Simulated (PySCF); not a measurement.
2,3-dihydrothiophene (C₄H₆S), SMILES C1CSC=C1. Geometry optimised at PBE-D3(BJ)/def2-SVP. One conformer was computed; it need not be the lowest.

Method: PBE-D3(BJ)/def2-SVP (PySCF).

Harmonic wavenumbers (cm⁻¹): 160, 399, 489, 632, 653, 672, 775, 826, 878, 909, 956, 994, 1065, 1094, 1149, 1216, 1264, 1289, 1390, 1407, 1600, 2928, 2990, 3016, 3076, 3134, 3160. Rotational constants (GHz): 6.796, 4.605, 2.894; symmetry number 1.

Work out the zero-point energy and the ideal-gas rigid-rotor harmonic-oscillator thermochemistry at 298.15 K and 1 atm.

ZPE = ½ Σ hcν = ½ × 38119 cm⁻¹ = 228.00 kJ/mol. H − E(el) = 243.31 kJ/mol. Entropy in J/(mol K): translation 164.32, rotation 107.43, vibration 27.42, total 299.17. G − E(el) = 154.11 kJ/mol. Cp = 84.14 J/(mol K).
